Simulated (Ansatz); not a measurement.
C3H3FSe (`FCC=C=[Se]`). The species carries charge 0 and has multiplicity 1.

| atom | x (Å) | y (Å) | z (Å) |
| --- | --- | --- | --- |
| F1 | -1.591 | -0.673 | -0.067 |
| C2 | -0.348 | -0.822 | 0.494 |
| C3 | 0.594 | 0.245 | 0.031 |
| C4 | 0.284 | 1.198 | -0.801 |
| Se5 | -0.122 | 2.436 | -1.882 |
| H6 | 0.034 | -1.812 | 0.218 |
| H7 | -0.459 | -0.784 | 1.584 |
| H8 | 1.608 | 0.212 | 0.423 |

(1) List the harmonic frequencies (cm⁻¹, unscaled) at PBE0-D4/def2-TZVP in Ansatz. (Best estimate.)

(2) Is this a minimum?

(3) Give the ideal-gas thermochemistry at 298.15 K and 1 bar (rigid rotor, harmonic oscillator; point group Cs, symmetry number 1).

Answers

(1) Ansatz gave: 82, 95, 346, 359, 571, 596, 761, 964, 1023, 1136, 1231, 1260, 1401, 1495, 1832, 3031, 3071, 3161.

(2) Yes, all 18 modes are real.

(3) Zero-point energy 134.1 kJ/mol; H(298) − E = 151.3 kJ/mol; entropy 332.0 J/(mol·K), of which translation 170.2, rotation 114.7, vibration 47.1; G(298) − E = 52.3 kJ/mol. Modes under 100 cm⁻¹ are hindered rotations or soft bends, so the harmonic entropy is rough.
